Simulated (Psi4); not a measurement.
Psi4 input (wB97X-D/6-311+G**):

```
memory 1500 MB

molecule {
0 2
S     1.41574400   -0.31348400    1.36759200
Si    0.10349000   -0.43784700   -0.32324800
Cl   -1.79599400   -0.58385600    0.47088500
Cl    0.23116500    1.24497200   -1.52731000
H     2.50133500   -0.09336000    0.60322100
symmetry c1
no_reorient
no_com
}

set {
  basis 6-311+G**
  reference uks
  scf_type df
  df_basis_scf def2-universal-jkfit
  dft_radial_points 99
  dft_spherical_points 590
  e_convergence 1e-8
  d_convergence 1e-7
  maxiter 150
}

e = energy('wb97x-d')
print_out(f'\nFINAL {e:.10f} DIPOLE {variable("CURRENT DIPOLE")[0]:.6f} {variable("CURRENT DIPOLE")[1]:.6f} {variable("CURRENT DIPOLE")[2]:.6f}\n')
```

Output:

```
   => Loading Basis Set <=

    Name: 6-311+G**
    Role: ORBITAL
    Keyword: BASIS
    atoms 1   entry S          line   429 file 6-311pgss.gbs
    atoms 2   entry SI         line   351 file 6-311pgss.gbs
    atoms 3-4 entry CL         line   468 file 6-311pgss.gbs
    atoms 5   entry H          line    42 file 6-311pgss.gbs

   => WB97X-D: Empirical Dispersion <=

    Chai and Head-Gordon Dispersion Correction
    Chai, J.-D.; Head-Gordon, M. (2010), J. Chem. Phys., 132: 6615-6620

        s6 =       1.000000

         ---------------------------------------------------------
                                   SCF
               by Justin Turney, Rob Parrish, Andy Simmonett
                          and Daniel G. A. Smith
                              UKS Reference
         ---------------------------------------------------------

  ==> Geometry <==

    Molecular point group: c1
    Full point group: C1

    Geometry (in Angstrom), charge = 0, multiplicity = 2:

       Center              X                  Y                   Z               Mass
    ------------   -----------------  -----------------  -----------------  -----------------
         S            1.415744000000    -0.313484000000     1.367592000000    31.972071174400
         SI           0.103490000000    -0.437847000000    -0.323248000000    27.976926534650
         CL          -1.795994000000    -0.583856000000     0.470885000000    34.968852682000
         CL           0.231165000000     1.244972000000    -1.527310000000    34.968852682000
         H            2.501335000000    -0.093360000000     0.603221000000     1.007825032230

  Running in c1 symmetry.

  Rotational constants: A =      0.08241  B =      0.07694  C =      0.04202 [cm^-1]
  Rotational constants: A =   2470.57077  B =   2306.63288  C =   1259.85590 [MHz]
  Nuclear repulsion =  320.354062662882882

  Charge       = 0
  Multiplicity = 2
  Electrons    = 65
  Nalpha       = 33
  Nbeta        = 32

  ==> Algorithm <==

  SCF Algorithm Type is DF.
  DIIS enabled.
  MOM disabled.
  Fractional occupation disabled.
  Guess Type is SAD.
  Energy threshold   = 1.00e-08
  Density threshold  = 1.00e-07
[...]
    Beta Occupied:

       1A   -101.738741     2A   -101.738604     3A    -89.047080
       4A    -66.363860     5A     -9.607787     6A     -9.607576
       7A     -8.089240     8A     -7.354419     9A     -7.353938
      10A     -7.348182    11A     -7.348126    12A     -7.347916
      13A     -7.347726    14A     -6.037201    15A     -6.034172
      16A     -6.028861    17A     -5.490179    18A     -3.835947
      19A     -3.834913    20A     -3.831207    21A     -0.961524
      22A     -0.935846    23A     -0.860890    24A     -0.616355
      25A     -0.534471    26A     -0.501190    27A     -0.474115
      28A     -0.459366    29A     -0.429121    30A     -0.426411
      31A     -0.421047    32A     -0.374227

    Beta Virtual:

      33A     -0.080124    34A      0.043380    35A      0.051766
      36A      0.057350    37A      0.066482    38A      0.085032
      39A      0.091976    40A      0.103133    41A      0.109489
      42A      0.116946    43A      0.124799    44A      0.129356
      45A      0.134996    46A      0.144303    47A      0.161049
      48A      0.169242    49A      0.178483    50A      0.184872
      51A      0.186248    52A      0.216653    53A      0.230496
      54A      0.296258    55A      0.316160    56A      0.327819
      57A      0.351300    58A      0.374143    59A      0.400689
      60A      0.440299    61A      0.465293    62A      0.470907
      63A      0.500742    64A      0.502777    65A      0.530529
      66A      0.568926    67A      0.579924    68A      0.595086
      69A      0.601526    70A      0.704020    71A      0.715289
      72A      0.726685    73A      0.763887    74A      0.771827
      75A      0.815488    76A      0.893788    77A      0.925550
      78A      0.935563    79A      0.942631    80A      0.944644
      81A      0.951806    82A      0.987158    83A      1.015492
      84A      1.021636    85A      1.040834    86A      1.056017
      87A      1.074519    88A      1.164225    89A      1.290362
      90A      1.293844    91A      1.331697    92A      1.470848
      93A      1.506312    94A      1.516848    95A      1.542738
      96A      1.769006    97A      1.776010    98A      1.917533
      99A      2.175613   100A      2.348817   101A      2.354267
     102A      2.355217   103A      2.375730   104A      2.453238
     105A      2.472647   106A      2.652217   107A      5.472749
     108A      7.923210   109A      9.752448   110A      9.808391
     111A     11.350516   112A     11.407400   113A     11.420118
     114A     17.416699   115A     17.461649   116A     17.503619
     117A     25.942843   118A     25.955713   119A     25.972122
     120A     26.016853   121A     26.270657   122A     26.316101
     123A    140.955116   124A    189.177220   125A    215.820682
     126A    215.888035

    Final Occupation by Irrep:
              A
    DOCC [    32 ]
    SOCC [     1 ]
    NA   [    33 ]
    NB   [    32 ]

  @DF-UKS Final Energy: -1608.78925374828350

   => Energetics <=

    Nuclear Repulsion Energy =            320.3540626628828818
    One-Electron Energy =               -2861.0708037888284707
    Two-Electron Energy =                1007.5076265573438832
    DFT Exchange-Correlation Energy =     -75.5790155114691089
    Empirical Dispersion Energy =          -0.0011236682125844
    VV10 Nonlocal Energy =                  0.0000000000000000
    Total Energy =                      -1608.7892537482834996

  UHF NO Occupations:
  HONO-2 :   31  A 1.9997874
  HONO-1 :   32  A 1.9990370
  HONO-0 :   33  A 1.0000000
  LUNO+0 :   34  A 0.0009630
  LUNO+1 :   35  A 0.0002126
  LUNO+2 :   36  A 0.0000888
  LUNO+3 :   37  A 0.0000395

Computation Completed

Properties will be evaluated at   0.000000,   0.000000,   0.000000 [a0]

Properties computed using the SCF density matrix

 Multipole Moments:

 ------------------------------------------------------------------------------------
     Multipole            Electronic (a.u.)      Nuclear  (a.u.)        Total (a.u.)
 ------------------------------------------------------------------------------------

 L = 1.  Multiply by 2.5417464519 to convert [e a0] to [Debye]
 Dipole X            :          0.6483302            0.0000113            0.6483415
 Dipole Y            :         -0.2572077            0.0000189           -0.2571888
 Dipole Z            :         -0.1718331           -0.0000076           -0.1718407
 Magnitude           :                                                    0.7183468

 ------------------------------------------------------------------------------------

FINAL -1608.7892537483 DIPOLE 0.648342 -0.257189 -0.171841

*** Psi4 exiting successfully. Buy a developer a beer!
```

The geometry given is a B3LYP-D3(BJ)/def2-TZVP minimum.
